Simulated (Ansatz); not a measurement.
Cost and result for the atomization energy of `C[CH](C)[SnH2][CH](C)C` (23 atoms, 22 bonds).

```xyz
23

C    -0.7116   -2.8534    0.7413
C    -0.7812   -1.4044    0.2826
C    -1.0559   -1.3019   -1.2105
Sn    1.0255   -0.3410    0.8327
C     0.9200    1.7551    0.2845
C    -0.4303    2.3422    0.6697
C     1.2321    1.9721   -1.1888
H    -1.6392   -3.3849    0.4954
H    -0.5592   -2.9392    1.8202
H     0.1055   -3.3899    0.2489
H    -1.5874   -0.9003    0.8267
H    -1.9709   -1.8454   -1.4760
H    -1.1842   -0.2677   -1.5399
H    -0.2425   -1.7371   -1.7996
H     2.3580   -1.0838    0.0390
H     1.2561   -0.4804    2.5306
H     1.6978    2.2407    0.8832
H    -1.2487    1.8623    0.1238
H    -0.6399    2.2348    1.7374
H    -0.4725    3.4123    0.4335
H     2.2165    1.5854   -1.4632
H     1.2154    3.0406   -1.4360
H     0.4967    1.4839   -1.8353
```

Total charge 0; spin multiplicity 1. Correlated methods include outer-core shells of Sn, which these sets cover unevenly. Sn: def2 effective core potential. The geometry is a stationary point of PBE0-D4/def2-TZVP. It is one conformer, not always the lowest. Program: Ansatz. All runs use 6 threads of an AMD EPYC 7R13 on a shared host and a share of an NVIDIA H100 80 GB. Times are those of one run each, without the atoms' runs, and a repeat can differ threefold. Electronic energies, without spin–orbit coupling; frozen cores. CCSD(T)/CBS adds CCSD(T) − MP2 in def2-TZVPP to the MP2 limit, and its time is that of the two runs behind it. T1 = 0.011. With those shells the extrapolation isn't a true limit. B3LYP takes the VWN-RPA correlation (the form of Gaussian; ORCA's B3LYP/G).

CCSD(T)/CBS is a level of theory with its own doubt, some kJ/mol a heavy atom from the limit and from the frozen cores, so smaller differences don't rank the functionals.

```
                             level  functions  wall time  atomization (kcal/mol)  difference from CCSD(T)/CBS  per bond
 B3LYP-D4/def2-TZVPP (with forces)        460      3.1 s                  2032.7                         -5.7      -0.3
                ωB97X-V/def2-TZVPP        460      4.7 s                  2037.5                         -0.9       0.0
                PBE0-D4/def2-TZVPP        460      5.5 s                  2040.8                          2.4       0.1
   PBE-D4/def2-TZVPP (with forces)        460        6 s                  2058.5                         20.1       0.9
r2SCAN-D4/def2-TZVPP (with forces)        460        6 s                  2034.2                         -4.2      -0.2
                 B2PLYP/def2-TZVPP        460      7.5 s                  2009.6                        -28.8      -1.3
  ωB97M-V/def2-TZVPP (with forces)        460      8.5 s                  2035.9                         -2.5      -0.1
                    MP2/def2-QZVPP        904       15 s                  2027.8                        -10.6      -0.5
                CCSD(T)/def2-TZVPP        460       41 s                  1996.1                        -42.3      -1.9
                 CCSD(T)/CBS(def2)          –       56 s                  2038.4                          0.0       0.0
```

In def2-TZVPP, CCSD(T) changes the Hartree–Fock value by +465.6 kcal/mol (the triples alone add +23.7 kcal/mol) and MP2 by +472.4 kcal/mol; breaking electron pairs costs correlation energy, which Hartree–Fock lacks. From PBE to PBE0 (25 % exact exchange), in def2-TZVPP and without D4, the atomization energy moves by −15.9 kcal/mol: exact exchange takes away binding that semilocal exchange gives to molecules. The D4 term adds +20.7 kcal/mol with B3LYP and +11.2 kcal/mol with PBE0; it sums over pairs of atoms, weighted by their polarisabilities, and B3LYP, whose exchange is more repulsive, gets the larger term.

Spin–orbit coupling would lower the free Sn atoms strongly, and the atomization energy with them, by more than many differences here. For some Ge, Se and Sn compounds the MP2-based and the directly extrapolated limit differ by 10 to 25 kJ/mol.
